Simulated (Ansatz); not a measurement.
Computed with Ansatz on PBE0-D4/def2-TZVP structures; ΔE is electronic, products minus reactants. CCSD(T)/CBS adds triple-zeta CCSD(T) − MP2 to the extrapolated MP2 energy (def2 sets, frozen cores). This one scheme is used for every species. DFT in def2-TZVPP. Each species was taken in one conformer, which may not be the lowest.

`BC(=C)S` + `BN` → `BNB` + `C=CS`  (ligand exchange at a B–C bond)

```tsv
level	ΔE (kJ/mol)
LDA (SPW92)	-66.3
ωB97M-V	-73.5
B2PLYP	-74.2
PBE-QIDH	-73.0
MP2/def2-SVP	-81.4
MP2/def2-TZVPP	-72.2
CCSD/def2-TZVPP	-75.3
MP2/def2-QZVPP	-72.3
```

(1) What does CCSD(T)/CBS give? (Estimate.)

Largest T1 diagnostic among the species: 0.012.

Results:

(1) The calculation gave: -72.1 kJ/mol. The listed levels differ from it by 5.8, -1.4, -2.1, -0.9, -9.3, -0.1, -3.2, -0.2 kJ/mol.

From PBE to PBE0 (25 % exact exchange), in def2-TZVPP and without D4, ΔE moves by −4.2 kJ/mol. At CCSD(T), def2-SVP lies −8.1 kJ/mol from the extrapolated value and def2-TZVPP −0.2 kJ/mol. Leaving LDA and LC-ωPBE aside and taking each functional with its dispersion term where it has one, the values, not all of them listed here, spread over 12.6 kJ/mol, from BHLYP-D4 to revPBE-D4.
